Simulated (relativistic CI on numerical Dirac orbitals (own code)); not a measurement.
**Sm²⁺: what numerical and physical settings do to a radial Dirac CI calculation**

Reference input:

```
atom Sm  Z=62  charge=2  electrons=60
nucleus A=152  rms_radius_fm=5.0819
hamiltonian dirac-coulomb  breit=on  qed=on  c_scale=1
orbitals kli  potential=per-configuration
slater_scale 1
correlation none
mixing on
grid step=0.0125 r_max=67.1
scf mixing=0.4 start=green max_iterations=150 tolerance=2e-08 node_fill=0.05
configurations
  [Xe] 4f6
end
```

Computed lowest total energy -10413.34452 Ha, first excitation 271.7 cm⁻¹, 14 SCF steps. Runs with settings changed; * marks those that are bad on purpose (the QED terms keep the true α when c is scaled):

| Changed | Outcome | Lowest level | ΔE (Ha) | First excitation (cm⁻¹) | SCF steps | Message |
| --- | --- | --- | --- | --- | --- | --- |
| end of the grid at 33.55 bohr, QED terms off, nuclear radius 6.6065 fm | converged | 4f6 7F_0 | -5.81 | 269.7 | 14 |  |
| start potential thomas-fermi, speed of light × 0.8 | converged | 4f6 7F_0 | -257 | 517.8 | 15 |  |
| nuclear radius 4.5737 fm | converged | 4f6 7F_0 | -0.115 | 271.7 | 14 |  |
| start potential previous | converged | 4f6 7F_0 | -2.53e-10 | 271.7 | 15 |  |
| configuration list: no such shell * | refused |  |  |  | 0 | configuration [Kr] 4d10 4f6 5s2 2d6: l must be smaller than n |
| node fill of the KLI weights 50 * | converged | 4f6 7F_0 | 1.26 | 1103.2 | 15 |  |

With so few configurations and no correlation, terms lie too far apart (by 10 to 50 % near neutrality), their order can be wrong, and levels of other configurations are missing.
